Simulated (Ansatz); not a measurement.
Input file for Ansatz (an electronic-structure program): R-CCSD(T)/aug-cc-pVQZ on N2 (SMILES N#N).

Ansatz 0.2 input:
```yaml
crystal:
  periodic: [false, false, false]
  atoms:
    - {symbol: N, position_ang: [0.44239913, -0.43462741, 4.64293110]}
    - {symbol: N, position_ang: [0.51603834, -0.50556508, 3.55717905]}
basis:
  gaussian:
    orbitals: aug-cc-pVQZ
magnetization: {spin_polarized: false}
correlation: {method: ccsd_t, electrons: outside_noble_gas}
scf: {lower_state_search: off}
```

Output:

```
WARN ansatz: RAYON_NUM_THREADS=1 ignored (pool sized by the plan → 1); use --threads N
Functional definition: HF
these checks for a lower state are left out or cut short: stability, starts, cluster_reference, orbital_swaps, neighbouring_geometries, increment
integrals: 0.43 GiB planned
984 factors; integrals over basis functions are off by at most 7.4e-4 eV
mean field: 0.30 GiB planned
mean field evaluation 1: about -2965.5200 eV, gradient 1.2e1 eV
mean field evaluation 2: about -2965.5204 eV, gradient 1.2e1 eV
mean field evaluation 4: about -2965.8458 eV, gradient 6.3e-1 eV
mean field evaluation 8: about -2965.8468 eV, gradient 1.7e-4 eV
mean field -2965.84678571 eV, -108.9928590517 hartree, gradient 1.2e-6 eV, S^2 0.000000; 0 other end points of the search recorded, 0 dependent functions left out
2 core orbitals not correlated
reference -2965.84678571 eV, -108.9928590517 hartree; 5, 5 occupied and 153, 153 virtual orbitals, 984 factors
second order -10.88043060 eV of doubles, -0.00000000 eV of singles
coupled cluster: 0.84 GiB planned
cycle   1  -10.28601916 eV  change    5.9e-1 eV  update   8.3e-2
cycle   2  -10.65524374 eV  change   -3.7e-1 eV  update   2.5e-2
cycle   3  -10.71663374 eV  change   -6.1e-2 eV  update   9.7e-3
cycle   4  -10.71793875 eV  change   -1.3e-3 eV  update   2.2e-3
cycle   5  -10.72034533 eV  change   -2.4e-3 eV  update   6.4e-4
cycle   6  -10.72035126 eV  change   -5.9e-6 eV  update   1.3e-4
cycle   7  -10.72041100 eV  change   -6.0e-5 eV  update   2.7e-5
cycle   8  -10.72042889 eV  change   -1.8e-5 eV  update   6.9e-6
cycle   9  -10.72042512 eV  change    3.8e-6 eV  update   1.6e-6
perturbative correction -0.54833787 eV, -0.0201510451 hartree
Total energy: -2977.11554870 eV, -109.4069784532 hartree
Checks for a lower state left out: stability, starts, cluster_reference, orbital_swaps, neighbouring_geometries, increment
```

Self-consistency was reached.

Cost: roughly 16 core-seconds.
